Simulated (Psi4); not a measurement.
C₂H₇BSe (SMILES CB(C)[SeH]), singlet, geometry from GFN2-xTB; PBE0/def2-SVP in Psi4.

The Psi4 input:
```
memory 2 GB

molecule {
0 1
B     0.38701786   -0.50043597    0.64377143
C     1.84568990   -1.05816309    0.43565456
H     1.93282139   -2.09982141    0.74101795
H     2.54644577   -0.50259510    1.06086177
H     2.20400073   -0.97859175   -0.59062645
C    -0.43511712   -0.80116201    1.95605939
H    -1.18853778   -1.56416515    1.75195385
H    -0.97838795    0.06990974    2.32293340
H     0.18117983   -1.17729122    2.76922858
Se   -0.39530132    0.56075978   -0.75046015
H    -1.65580314    0.84485263   -0.10886477
}

set {
  basis def2-svp
}

energy('pbe0')
print_variables()
```

It wrote (shortened):

```
   => Loading Basis Set <=

    Name: DEF2-SVP
    Role: ORBITAL
    Keyword: BASIS

         ---------------------------------------------------------
                                   SCF
               by Justin Turney, Rob Parrish, Andy Simmonett
                          and Daniel G. A. Smith
                              RKS Reference
         ---------------------------------------------------------

  ==> Geometry <==

    Molecular point group: c1
    Full point group: C1

    Geometry (in Angstrom), charge = 0, multiplicity = 1:

       Center              X                  Y                   Z               Mass
    ------------   -----------------  -----------------  -----------------  -----------------
         B            0.447174268931    -0.595062489675     0.776394445330    11.009305360000
         C            1.905846308931    -1.152789609675     0.568277575330    12.000000000000
         H            1.992977798931    -2.194447929675     0.873640965330     1.007825032230
         H            2.606602178931    -0.597221619675     1.193484785330     1.007825032230
         H            2.264157138931    -1.073218269675    -0.458003434670     1.007825032230
         C           -0.374960711069    -0.895788529675     2.088682405330    12.000000000000
         H           -1.128381371069    -1.658791669675     1.884576865330     1.007825032230
         H           -0.918231541069    -0.024716779675     2.455556415330     1.007825032230
         H            0.241336238931    -1.271917739675     2.901851595330     1.007825032230
         SE          -0.335144911069     0.466133260325    -0.617837134670    79.916521800000
         H           -1.595646731069     0.750226110325     0.023758245330     1.007825032230

  Running in c1 symmetry.

  Rotational constants: A =      0.24287  B =      0.09213  C =      0.06845 [cm^-1]
  Rotational constants: A =   7281.11584  B =   2761.89893  C =   2051.99819 [MHz]
  Nuclear repulsion =  226.486512810298223

  Charge       = 0
  Multiplicity = 1
  Electrons    = 58
  Nalpha       = 29
  Nbeta        = 29

  ==> Algorithm <==

  SCF Algorithm Type is DF.
  DIIS enabled.
  MOM disabled.
  Fractional occupation disabled.
  Guess Type is SAD.
  Energy threshold   = 1.00e-06
  Density threshold  = 1.00e-06
  Integral threshold = 1.00e-12

  ==> Primary Basis <==

  Basis Set: DEF2-SVP
    Blend: DEF2-SVP
    Number of shells: 51
    Number of basis functions: 109
    Number of Cartesian functions: 115
    Spherical Harmonics?: true
    Max angular momentum: 2

  ==> DFT Potential <==

   => LibXC <=

    Version 7.1.2
    S. Lehtola, C. Steigemann, M. J. T. Oliveira, and M. A. L. Marques,  SoftwareX 7, 1–5 (2018) (10.1016/j.softx.2017.11.002)

   => Composite Functional: PBE0 <=

    PBE0 Hyb-GGA Exchange-Correlation Functional

    C. Adamo and V. Barone,  J. Chem. Phys. 110, 6158 (1999) (10.1063/1.478522)
    M. Ernzerhof and G. E. Scuseria,  J. Chem. Phys. 110, 5029 (1999) (10.1063/1.478401)

    Deriv               =              1
    GGA                 =           TRUE
    Meta                =          FALSE

    Exchange Hybrid     =           TRUE
    MP2 Hybrid          =          FALSE

   => Exchange Functionals <=

    0.7500   Perdew, Burke & Ernzerhof

   => Exact (HF) Exchange <=

    0.2500               HF

   => Correlation Functionals <=

    1.0000   Perdew, Burke & Ernzerhof

   => LibXC Density Thresholds  <==

    XC_HYB_GGA_XC_PBEH:  1.00E-15

   => Molecular Quadrature <=

    Radial Scheme          =       TREUTLER
    Pruning Scheme         =           NONE
    Nuclear Scheme         =       TREUTLER

    Blocking Scheme        =         OCTREE
    BS radius alpha        =              1
    Pruning alpha          =              1
    Radial Points          =             75
    Spherical Points       =            302
    Total Points           =         235339
    Total Blocks           =           1788
[...]
    Keyword: DF_BASIS_SCF

  ==> Integral Setup <==

  SCF_SUBTYPE=INCORE selected. In-core MEM_DF algorithm will be used.
  Using in-core AOs.

  ==> MemDFJK: Density-Fitted J/K Matrices <==

    J tasked:                   Yes
    K tasked:                   Yes
    wK tasked:                   No
    Algorithm:                 Core
    Schwarz Cutoff:           1E-12
    Mask sparsity (%):       2.3062
    Fitting Condition:        1E-10

   => Auxiliary Basis Set <=

  Basis Set: (DEF2-SVP AUX)
    Blend: DEF2-UNIVERSAL-JKFIT
    Number of shells: 177
    Number of basis functions: 617
    Number of Cartesian functions: 778
    Spherical Harmonics?: true
    Max angular momentum: 5

  Minimum eigenvalue in the overlap matrix is 4.3010476590E-03.
  Reciprocal condition number of the overlap matrix is 7.2610018298E-04.
    Using symmetric orthogonalization.

  ==> Pre-Iterations <==

  SCF Guess: Superposition of Atomic Densities via on-the-fly atomic UHF (no occupation information).

   -------------------------
    Irrep   Nso     Nmo
   -------------------------
     A        109     109
   -------------------------
    Total     109     109
   -------------------------

  ==> Iterations <==

                           Total Energy        Delta E     RMS |[F,P]|

   @DF-RKS iter SAD: -2503.16052090041649   -2.50316e+03   0.00000e+00
   @DF-RKS iter   1: -2505.12147425303692   -1.96095e+00   1.85147e-02 DIIS/ADIIS
   @DF-RKS iter   2: -2505.12592979703095   -4.45554e-03   1.92906e-02 DIIS/ADIIS
   @DF-RKS iter   3: -2506.07816920375217   -9.52239e-01   3.61713e-04 DIIS/ADIIS
   @DF-RKS iter   4: -2506.07804241790245    1.26786e-04   3.69867e-04 DIIS/ADIIS
   @DF-RKS iter   5: -2506.07914452906653   -1.10211e-03   4.40802e-05 DIIS
   @DF-RKS iter   6: -2506.07915683251395   -1.23034e-05   1.77347e-05 DIIS
   @DF-RKS iter   7: -2506.07915913891429   -2.30640e-06   3.64076e-06 DIIS
   @DF-RKS iter   8: -2506.07915922139091   -8.24766e-08   5.76609e-07 DIIS
  Energy and wave function converged.

  ==> Post-Iterations <==

   Electrons on quadrature grid:
      Ntotal   =   57.9999942514 ; deviation = -5.749e-06

    Orbital Energies [Eh]
    ---------------------

    Doubly Occupied:

[...]
    Virtual:

[...]
    Final Occupation by Irrep:
              A
    DOCC [    29 ]
    NA   [    29 ]
    NB   [    29 ]

  @DF-RKS Final Energy: -2506.07915922139091

   => Energetics <=

    Nuclear Repulsion Energy =            226.4865128102982226
    One-Electron Energy =               -3934.3157819801863297
    Two-Electron Energy =                1280.4934590778125312
    DFT Exchange-Correlation Energy =     -78.7433491293157743
    Empirical Dispersion Energy =           0.0000000000000000
    VV10 Nonlocal Energy =                  0.0000000000000000
    Total Energy =                      -2506.0791592213913646

Computation Completed

Properties will be evaluated at   0.000000,   0.000000,   0.000000 [a0]

Properties computed using the SCF density matrix

 Multipole Moments:

 ------------------------------------------------------------------------------------
     Multipole            Electronic (a.u.)      Nuclear  (a.u.)        Total (a.u.)
 ------------------------------------------------------------------------------------

 L = 1.  Multiply by 2.5417464519 to convert [e a0] to [Debye]
 Dipole X            :         -6.6743142            6.5933899           -0.0809243
 Dipole Y            :         10.2067041          -10.3714563           -0.1647523
 Dipole Z            :        -14.1369739           14.5360284            0.3990545
 Magnitude           :                                                    0.4392454

 ------------------------------------------------------------------------------------

  Variable Map:
  ----------------------------------------------------------------------------
[...]
  Array Variable Map:
  ----------------------------------------------------------------------------
[...]
[...]
```
